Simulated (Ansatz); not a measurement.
`N[CH]([SiH3])[GeH3]` and `COC(N)[SiH3]` differ in one atom or group.

Ansatz, PBE0-D4/def2-TZVP geometries, multiplicity 1. Each molecule was computed in one conformer, which needn't be the lowest.

Scalar relativity is left out up to krypton.

| property | `N[CH]([SiH3])[GeH3]` |
| --- | --- |
| HOMO–LUMO gap (ωB97M-V/def2-TZVPP) / eV | 11.30 |
| size of the dipole moment (ωB97M-V/def2-TZVPP) / D | 1.62 |
| HOMO–LUMO gap (PBE0/def2-TZVPP) / eV | 7.37 |
| LUMO energy (ωB97M-V/def2-TZVPP) / eV | 1.86 |
| HOMO–LUMO gap (B3LYP/def2-TZVPP) / eV | 6.90 |
| size of the dipole moment (B3LYP/def2-TZVPP) / D | 1.63 |

Give the same properties after the change, and the shifts. (An estimate is asked.)

Ansatz gave: 
```json
{"property": "HOMO–LUMO gap (ωB97M-V/def2-TZVPP) / eV", "`COC(N)[SiH3]`": "11.41", "shift": "0.11"}
{"property": "size of the dipole moment (ωB97M-V/def2-TZVPP) / D", "`COC(N)[SiH3]`": "1.65", "shift": "0.03"}
{"property": "HOMO–LUMO gap (PBE0/def2-TZVPP) / eV", "`COC(N)[SiH3]`": "7.59", "shift": "0.22"}
{"property": "LUMO energy (ωB97M-V/def2-TZVPP) / eV", "`COC(N)[SiH3]`": "2.08", "shift": "0.22"}
{"property": "HOMO–LUMO gap (B3LYP/def2-TZVPP) / eV", "`COC(N)[SiH3]`": "7.10", "shift": "0.20"}
{"property": "size of the dipole moment (B3LYP/def2-TZVPP) / D", "`COC(N)[SiH3]`": "1.66", "shift": "0.03"}
```

With PBE0 the HOMO rises by 0.05 eV and the LUMO rises by 0.27 eV, so the gap widens by about 0.22 eV. PBE moves the HOMO by -0.04 eV and ωB97M-V by 0.10 eV. Dipoles are sizes alone; their direction can turn.

B3LYP here is the variant with VWN-RPA as its local correlation; programs differ in this.
